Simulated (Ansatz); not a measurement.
`BC(C)([SiH3])C#N`, relaxed with RKS PBE0-D4/def2-TZVP in Ansatz from a PBE-D4/def2-SVP geometry. The force threshold is 0.005 eV/Å; the program also tests the step.

The species carries charge 0 and has multiplicity 1.

Start:

```xyz
14

B    -1.235    0.905    0.571
C    -0.382   -0.150   -0.181
C    -0.113   -1.508    0.508
Si    1.292    0.912   -0.100
C    -0.642   -0.266   -1.607
N    -0.835   -0.381   -2.760
H    -1.731    1.839   -0.027
H    -1.312    0.835    1.783
H    -1.029   -2.132    0.485
H     0.161   -1.354    1.571
H     0.697   -2.079    0.011
H     1.629    1.217    1.332
H     1.174    2.169   -0.904
H     2.327   -0.006   -0.681
```

```
         step  energy (eV)  largest force (eV/Å)  largest move (Å)
            1  -13276.4026                 1.973             0.000
            2  -13276.4756                 0.158             0.039
            3  -13276.4793                 0.191             0.028
            4  -13276.4813                 0.029             0.014
            5  -13276.4815                 0.030             0.014
            6  -13276.4817                 0.010             0.013
            7  -13276.4818                 0.016             0.013
            8  -13276.4819                 0.018             0.017
            9  -13276.4821                 0.027             0.045
           10  -13276.4822                 0.021             0.017
           11  -13276.4822                 0.021             0.012
12 (rejected)  -13276.4822                 0.042             0.013
           13  -13276.4823                 0.017             0.006
           14  -13276.4823                 0.006             0.007
           15  -13276.4823                 0.003             0.003
```

End:

```xyz
14

B    -1.260    0.904    0.548
C    -0.364   -0.122   -0.175
C    -0.107   -1.468    0.522
Si    1.306    0.876   -0.108
C    -0.627   -0.269   -1.588
N    -0.821   -0.397   -2.717
H    -1.804    1.774   -0.060
H    -1.319    0.864    1.742
H    -1.001   -2.093    0.474
H     0.134   -1.304    1.574
H     0.712   -2.020    0.056
H     1.683    1.063    1.315
H     1.174    2.182   -0.791
H     2.295    0.011   -0.793
```

Run time 92 s (4 threads of a server CPU on a shared host); peak host memory 0.81 GiB.
